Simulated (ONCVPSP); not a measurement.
# Potentials for As (Z = 33) compared

Generated with ld1.x 7.5 (TM, RRKJ, ultrasoft, PAW), atompaw 4.2 or ONCVPSP 4.0.1. The cutoff is in Ry: for ld1.x and atompaw files where the sum of valence levels is converged to 10 mRy in a Bessel basis, for ONCV files where the hardest occupied wave has 1 mHa per electron of residual kinetic energy. The error is the largest all-electron minus pseudo excitation energy over each file’s own four to seven test configurations (ionisations up to +4, promotions, holes and added fractions of an electron), all of which were solved. The labels leave out finer settings (local radius, basis sizes, second energies), which also bear on the numbers. Spin-polarised tests are not counted. The rows are a selection from randomly drawn settings: files with unsolved tests, undetermined cutoffs or missed reference levels are left out.

A true bound ghost makes a file unfit for plane-wave use even where its test errors are small: the radial tests pick states by their node count and pass the ghost by.

```tsv
potential	cutoff (Ry)	largest error (meV)	bound ghosts
ONCV, PBEsol, fully relativistic, rc 1.15/1.20/1.00 (spd), local smoothed, core correction yes, reference 3s2 3p6 3d10 4s2 4p3, qcut 10.1/11.5/13.6, projectors 2/2/2	173	+2.6	none
ONCV, PBE, fully relativistic, rc 1.70/1.05/0.80 (spd), local smoothed, core correction yes, reference 3p6 3d10 4s1.75 4p3.25, qcut 3.8/12.1/22.3, projectors 1/2/1	347	+7.1	s
ONCV, PBE, scalar-relativistic, rc 1.60/0.85/0.80 (spd), local smoothed, core correction yes, reference 3p6 3d10 4s2 4p2.75, qcut 4.7/13.6/17.2, projectors 2/2/3	286	-33	s
```

(1) Fill in the row for As: ONCV, PBE, scalar-relativistic, rc 1.20/1.80/0.95 (spd), local smoothed, core correction yes, reference 3d10 4s1.75 4p3.25, qcut 4.6/5.5/18.9, projectors 2/3/2.

(2) Fill in the row for As: ONCV, PBEsol, scalar-relativistic, rc 0.85/1.00/1.10 (spd), local smoothed, core correction no, reference 3s2 3p6 3d10 4s2 4p1, qcut 15.6/12/15.7, projectors 2/2/3.

(3) Fill in the row for As: ONCV, PBE, scalar-relativistic, rc 0.85/1.20/1.10 (spd), local smoothed, core correction no, reference 3s2 3p6 3d10 4s2 4p3, qcut 13.3/11.8/15.2, projectors 2/2/2.

Results:

(1) cutoff 259 Ry, largest error -547 meV, bound ghosts: s.

(2) cutoff 188 Ry, largest error -3.2 meV, bound ghosts: none.

(3) cutoff 194 Ry, largest error +124 meV, bound ghosts: s.
